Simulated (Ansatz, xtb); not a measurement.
**C4H7ClSi: which of two isomers lies lower**

We compare X, `Cl[SiH2]C1=CCC1`, a singlet, with Y, `Cl/C=C1/CC[SiH2]1`, a singlet. Both are isolated molecules in the gas phase, relaxed with r2SCAN-D4/def2-SVP; the shapes shown needn't be the lowest conformers.

X (Å):

```xyz
13

C    -0.0911    0.0551   -0.8068
C     0.1869   -1.2680   -0.6907
C    -1.1740   -1.6447   -0.1620
C    -1.5138   -0.1252   -0.2813
Cl    1.0190    2.9000    0.1836
Si    0.9091    1.5092   -1.3648
H     0.2779    2.2077   -2.5204
H     2.2891    1.0729   -1.7165
H     1.0870   -1.8581   -0.9015
H    -1.1916   -2.0527    0.8640
H    -1.7718   -2.3131   -0.8065
H    -1.7238    0.3843    0.6742
H    -2.3182    0.1220   -0.9950
```

Y (Å):

| atom | x (Å) | y (Å) | z (Å) |
| --- | --- | --- | --- |
| C | 0.5902 | 0.7310 | -0.9011 |
| C | 0.9810 | 1.0664 | 0.3297 |
| C | 1.0017 | 2.4486 | 0.9923 |
| C | 1.5525 | 2.0779 | 2.4120 |
| Cl | 0.6401 | -0.9114 | -1.4767 |
| Si | 1.6608 | 0.2477 | 1.8770 |
| H | 0.2087 | 1.4290 | -1.6554 |
| H | -0.0012 | 2.9099 | 1.0329 |
| H | 1.6579 | 3.1579 | 0.4570 |
| H | 0.8456 | 2.2967 | 3.2269 |
| H | 2.5074 | 2.5679 | 2.6557 |
| H | 3.0258 | -0.3546 | 1.7747 |
| H | 0.7648 | -0.7247 | 2.5755 |

Task: Which of the two would you expect CCSD(T)/def2-SVP + ΔMP2/def2-TZVPP electronic energies to favour?

Result: Structure X; the calculation gives E(Y) − E(X) = +1.134 eV.

Level by level:

```csv
level,geometry,E(Y) − E(X) (eV),departure from the last row (eV),"job, with rough time for the two"
GFN2-xTB,GFN2-xTB,+1.145,+0.011,"optimisation, 0.48 s"
HF/STO-3G,GFN2-xTB,+1.170,+0.037,"single point, 0.93 s"
r2SCAN-D4/def2-SVP//GFN2-xTB,GFN2-xTB,+1.105,−0.028,"single point, 7.2 s"
r2SCAN-D4/def2-SVP,r2SCAN-D4/def2-SVP,+1.101,−0.033,"optimisation, 90 s"
HF/def2-SVP,r2SCAN-D4/def2-SVP,+1.365,+0.231,part of the CCSD(T) run
MP2/def2-SVP,r2SCAN-D4/def2-SVP,+1.198,+0.064,part of the CCSD(T) run
CCSD(T)/def2-SVP,r2SCAN-D4/def2-SVP,+1.146,+0.012,single point
CCSD(T)/def2-SVP + ΔMP2/def2-TZVPP,r2SCAN-D4/def2-SVP,+1.134,,"single point, 79 s"
```

As drawn, Y has 1 C–Cl, 1 C–Si in place of 1 Cl–Si, 1 C–C.

None of the levels shown reverses the order. The largest departure from CCSD(T)/def2-SVP + ΔMP2/def2-TZVPP is that of HF/def2-SVP, 0.231 eV. The last row adds to CCSD(T) the change of the MP2 difference between the two basis sets, here −0.012 eV.

With thermal terms from frequencies at re-optimised GFN2-xTB minima (ideal gas, soft modes damped towards free rotors, one conformer each, 298.15 K, 1 atm): the zero-point term adds −0.025 eV; ΔH is +1.106 and ΔG +1.118 eV.

The correlated steps freeze 14 core orbitals. Codes used: Ansatz 0.2.0, xtb 6.7.1; the last row on 2 threads of Intel(R) Xeon(R) Platinum 8375C CPU @ 2.90GHz (Ice Lake) on a shared host.
